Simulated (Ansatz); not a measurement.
`CBNC[SiH3]` and `CBNBN` differ in one atom or group.

Ansatz, PBE0-D4/def2-TZVP geometries, multiplicity 1. Each molecule was computed in one conformer, which needn't be the lowest.

```csv
property,`CBNC[SiH3]`
HOMO–LUMO gap (PBE/def2-TZVPP) / eV,5.68
HOMO–LUMO gap (PBE0/def2-TZVPP) / eV,7.80
LUMO energy (B3LYP/def2-TZVPP) / eV,0.25
size of the dipole moment (B3LYP/def2-TZVPP) / D,1.22
HOMO energy (ωB97M-V/def2-TZVPP) / eV,-9.59
HOMO–LUMO gap (B3LYP/def2-TZVPP) / eV,7.36
```

What does the change do to each property? (Best estimate.)

Ansatz gave: 
```tsv
property	`CBNBN`	shift
HOMO–LUMO gap (PBE/def2-TZVPP) / eV	5.23	-0.45
HOMO–LUMO gap (PBE0/def2-TZVPP) / eV	7.52	-0.28
LUMO energy (B3LYP/def2-TZVPP) / eV	-0.29	-0.54
size of the dipole moment (B3LYP/def2-TZVPP) / D	0.51	-0.71
HOMO energy (ωB97M-V/def2-TZVPP) / eV	-9.94	-0.35
HOMO–LUMO gap (B3LYP/def2-TZVPP) / eV	7.06	-0.30
```

With PBE0 the HOMO falls by 0.27 eV and the LUMO falls by 0.55 eV, so the gap narrows by about 0.28 eV. PBE moves the HOMO by -0.16 eV and ωB97M-V by -0.35 eV. Dipoles are sizes alone; their direction can turn.

B3LYP here is the variant with VWN-RPA as its local correlation; programs differ in this.
